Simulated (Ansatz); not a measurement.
GeH$_{4}$S$_{4}$ (`[SH][Ge]([SH])([SH])[SH]`), relaxed with RKS PBE0-D4/def2-TZVP in Ansatz 0.2.0 from a PBE-D4/def2-SVP geometry. The force threshold is 0.005 eV/Å; the program also tests the step.

Charge 0, multiplicity 1.

Start:

```xyz
9

S     2.101   -0.547   -0.559
Ge    0.000    0.000    0.000
S    -0.157    2.216   -0.308
S    -0.296   -0.762    2.088
S    -1.648   -0.906   -1.220
H     1.998   -1.791   -0.007
H     1.066    2.451    0.248
H    -1.648   -0.585    2.035
H    -1.416   -0.076   -2.278
```

| step | energy (eV) | largest force (eV/Å) | largest move (Å) |
| --- | --- | --- | --- |
| 1 | -99907.7514 | 0.491 | 0.000 |
| 2 | -99907.7917 | 0.191 | 0.034 |
| 3 | -99907.7965 | 0.018 | 0.047 |
| 4 | -99907.7977 | 0.025 | 0.059 |
| 5 | -99907.7988 | 0.067 | 0.085 |
| 6 | -99907.7993 | 0.040 | 0.037 |
| 7 | -99907.7996 | 0.005 | 0.023 |
| 8 | -99907.7996 | 0.000 | 0.002 |

End:

```xyz
9

S     2.060   -0.559   -0.589
Ge    0.000    0.000    0.000
S    -0.172    2.191   -0.264
S    -0.290   -0.710    2.077
S    -1.598   -0.922   -1.224
H     1.892   -1.850   -0.249
H     0.921    2.447    0.478
H    -1.580   -0.332    2.111
H    -1.232   -0.265   -2.340
```

It took 17 s on 2 threads of an AMD EPYC 7R13 on a shared host and a share of an NVIDIA H100 80 GB, with 0.92 GiB of host memory at the peak.
